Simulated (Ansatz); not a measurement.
Ansatz results at the PBE0-D4/def2-TZVP geometry: LUMO energy (B3LYP/def2-TZVPP) -1.60 eV; ideal-gas entropy at 298 K and 1 bar (rigid rotor, harmonic PBE0-D4/def2-TZVP) 390 J/(mol·K); size of the dipole moment (B3LYP/def2-TZVPP) 2.81 D.

Each molecule was computed in one conformer, which needn't be the lowest.

**Question.** Which molecule gave them?
A. `[OH][Hf]([OH])([OH])[Cl]`
B. `[OH][Hf]([Cl])([Cl])[Cl]`
C. `CC(C)[NH][Hf]([F])([Cl])[Cl]`
D. `[SH][Hf]([SH])([Cl])[Cl]`

**Answer.** B. The others give `[SH][Hf]([SH])([Cl])[Cl]`: -2.32, 429, 0.72; `CC(C)[NH][Hf]([F])([Cl])[Cl]`: -1.42, 478, 3.25; `[OH][Hf]([OH])([OH])[Cl]`: -0.48, 400, 3.61.

B3LYP here is the variant with VWN-RPA as its local correlation; programs differ in this.
